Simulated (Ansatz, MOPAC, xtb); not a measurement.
The molecule SO-, multiplicity 2 (lowest of 2S+1 = 2, 4 at CCSD(T)/def2-TZVPP on PBE0 minima; our sources give no spin for the ground state, which may be another).

Constants: fifth-degree fit in 1/R to seven points, most abundant isotopes. Runs in def2 and cc sets follow the lowest solution found near the PBE0 minimum.

The values were computed with Ansatz (a quantum-chemistry and plane-wave program); MOPAC for AM1, PM3, PM6, PM7 (differences of heats of formation); xtb for the GFN methods. Values without a source in brackets are computed. The GFN methods have no spin term and hold the electronic entropy of 300 K.

```tsv
level	r_e (Å)	ω_e (cm⁻¹)	ω_e x_e (cm⁻¹)	α_e (cm⁻¹)
AM1	1.583	937	-1.8	-0.00046
PM3	1.599	953	1.6	-0.0029
PM6	1.551	946	3.4	0.0031
PM7	1.543	948	3.6	0.0033
GFN1-xTB	1.634	919	3.2	0.0036
GFN2-xTB	1.564	940	4.0	0.0048
SVWN5/def2-TZVPP	1.582	908	5.0	0.0054
PBE/def2-TZVPP	1.605	861	5.0	0.0055
r2SCAN/def2-TZVPP	1.589	896	5.1	0.0054
B97M-V/def2-TZVPP	1.584	901	5.4	0.0056
B3LYP/def2-TZVPP	1.591	888	5.0	0.0055
PBE0/def2-TZVPP	1.576	934	5.0	0.0053
BHLYP/def2-TZVPP	1.562	962	5.5	0.0054
CAM-B3LYP/def2-TZVPP	1.575	937	4.9	0.0052
wB97X-V/def2-TZVPP	1.575	955	4.7	0.0050
wB97M-V/def2-TZVPP	1.577	941	4.8	0.0051
B2PLYP/def2-TZVPP	1.590	900	2.4	0.0049
CCSD/aug-cc-pV(T+d)Z	1.573	926	4.3	0.0052
CCSD/def2-TZVPP	1.582	920	5.1	0.0053
CCSD/aug-cc-pV(Q+d)Z	1.565	937	4.0	0.0052
CCSD/def2-QZVPP	1.568	935	4.4	0.0053
CCSD(T)/aug-cc-pV(T+d)Z	1.581	918	6.0	0.0050
CCSD(T)/def2-TZVPP	1.590	917	6.8	0.0051
CCSD(T)/aug-cc-pV(Q+d)Z	1.573	929	5.7	0.0049
CCSD(T)/def2-QZVPP	1.577	928	5.9	0.0049
CCSD(T)/CBS(aug-cc-pV(T+d)Z, aug-cc-pV(Q+d)Z)	1.570	937	5.5	0.0048
CCSD(T)/CBS(def2-TZVPP, def2-QZVPP)	1.574	931	5.5	0.0050
```

Cores are frozen in the correlated methods. CBS(a, b) extrapolates the correlation energy as X⁻³ and adds the Hartree–Fock energy of set b. The state that AM1, PM3, PM6, PM7 reach isn't checked; PM7 holds dispersion and hydrogen-bond terms.

Doubts at one or more of the structures used: T1 above 0.05 (CCSD/aug-cc-pV(T+d)Z, CCSD/def2-TZVPP, CCSD/aug-cc-pV(Q+d)Z, CCSD/def2-QZVPP, CCSD(T)/aug-cc-pV(T+d)Z, CCSD(T)/def2-TZVPP, CCSD(T)/aug-cc-pV(Q+d)Z, CCSD(T)/def2-QZVPP, CCSD(T)/CBS(aug-cc-pV(T+d)Z, aug-cc-pV(Q+d)Z), CCSD(T)/CBS(def2-TZVPP, def2-QZVPP)).
